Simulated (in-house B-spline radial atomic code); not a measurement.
Relativistic effects in Cd V (Cd4+), [Kr] 4d8: non-relativistic Hartree-Fock (point nucleus) against Dirac-Hartree-Fock (Fermi nucleus of rms radius 4.6087 fm), both averages of the configuration, computed with an all-electron radial atomic-structure program (B-spline basis).

```
orbital  ε NR (Eh)  ε Dirac (Eh)  <r> NR (bohr)  <r> Dirac (bohr)  change of <r> (%)
  1s1/2    -957.34        -989.4         0.0317           0.03039               -4.1
  2s1/2    -144.04             ?         0.1371                 ?                  ?
  2p1/2    -134.08       -141.07         0.1173            0.1113               -5.1
  2p3/2    -134.08             ?         0.1173                 ?                  ?
  3s1/2    -29.729       -31.351         0.3688             0.356               -3.5
  3p1/2     -25.62       -26.987          0.361             0.348               -3.6
  3p3/2     -25.62       -25.677          0.361            0.3586               -0.7
  3d3/2    -18.093       -18.031         0.3337            0.3317               -0.6
  3d5/2    -18.093       -17.768         0.3337            0.3352               +0.5
  4s1/2      -6.38       -6.6964         0.9034            0.8763               -3.0
  4p1/2    -4.9559       -5.1948         0.9589            0.9295               -3.1
  4p3/2    -4.9559        -4.964         0.9589            0.9554               -0.4
  4d3/2    -2.6512       -2.6388          1.141             1.141                0.0
  4d5/2    -2.6512       -2.6071          1.141             1.153               +1.1
```

What happens to 2p3/2?

Its energy goes to -133.96 hartree and <r> to 0.1164 bohr (-0.75 %).

What happens to 2s1/2?

Its energy goes to -151.85 hartree and <r> to 0.1311 bohr (-4.43 %).

What explains the pattern of contraction and expansion?

Expansion is seen in 3d5/2, 4d5/2. The s and p1/2 orbitals contract directly, screen the nucleus better, and so push out orbitals that have little density near the nucleus; spin-orbit coupling adds to this for j = l + 1/2 and opposes it for j = l - 1/2.

By how much does the total energy change?

By -128.19 hartree, from -5461.035 to -5589.227.
